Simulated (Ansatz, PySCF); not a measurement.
System: SbCl₂ (charge 0, doublet). It need not be the lowest isomer of its formula. 
Coordinates optimised at B3LYP-D3(BJ)/def2-TZVP (Ansatz, a quantum-chemistry and plane-wave program):
SMILES: [Cl][Sb][Cl]
```xyz
3

Sb    -0.3350    -0.1782     0.4828
Cl    -0.3456     1.8508    -0.7281
Cl     1.3505    -1.3162    -0.7202
```
Charge 0, spin multiplicity 2.

Wanted: vertical ionisation energy (to the singlet state of charge +1; each state is the SCF solution reached for its spin), in eV. Correlated levels leave the core frozen unless marked. Open shells are spin-unrestricted. No spin-orbit coupling. The frozen core is the preceding noble-gas configuration, with the filled d and f shells of earlier blocks. In def2 rows, elements after Kr have scalar-relativistic effective core potentials. Basis-set limits of correlation are two-point, X^-3; Hartree-Fock from the larger set. [CCSD(T)-MP2]/basis is that difference in the basis named.

```json
[
 {"level": "HF/def2-TZVPPD", "program": "Ansatz", "vertical ionisation energy (eV)": "8.41"},
 {"level": "HF/def2-QZVPPD", "program": "Ansatz", "vertical ionisation energy (eV)": "8.39"},
 {"level": "PBE/def2-TZVPD", "program": "Ansatz", "vertical ionisation energy (eV)": "8.21"},
 {"level": "B3LYP/def2-TZVPD", "program": "Ansatz", "vertical ionisation energy (eV)": "8.44"},
 {"level": "PBE0/def2-TZVPD", "program": "Ansatz", "vertical ionisation energy (eV)": "8.51"},
 {"level": "BHLYP/def2-TZVPD", "program": "Ansatz", "vertical ionisation energy (eV)": "8.60"},
 {"level": "M06-2X/def2-TZVPD", "program": "PySCF", "vertical ionisation energy (eV)": "8.68"},
 {"level": "CAM-B3LYP/def2-TZVPD", "program": "Ansatz", "vertical ionisation energy (eV)": "8.63"},
 {"level": "MP2/def2-SVPD", "program": "Ansatz", "vertical ionisation energy (eV)": "8.34"},
 {"level": "RI-MP2/def2-QZVPPD", "program": "Ansatz", "vertical ionisation energy (eV)": "8.42"},
 {"level": "CCSD/def2-SVPD", "program": "Ansatz", "vertical ionisation energy (eV)": "8.39"},
 {"level": "CCSD/def2-TZVPPD", "program": "Ansatz", "vertical ionisation energy (eV)": "8.47"},
 {"level": "CCSD(T)/def2-TZVPPD", "program": "Ansatz", "vertical ionisation energy (eV)": "8.39"},
 {"level": "RI-MP2/CBS(def2-TZVPPD,def2-QZVPPD)+[CCSD(T)-MP2]/def2-SVPD", "program": "Ansatz", "vertical ionisation energy (eV)": "8.41"},
 {"level": "RI-MP2/CBS(def2-TZVPPD,def2-QZVPPD)+[CCSD(T)-MP2]/def2-TZVPPD", "program": "Ansatz", "vertical ionisation energy (eV)": "8.46"}
]
```

For comparison, minus the highest occupied orbital energy (PySCF): 6.14 eV at B3LYP/def2-TZVPD, 5.41 eV at TPSS/def2-TZVPD, 7.04 eV at MN15/def2-TZVPD.
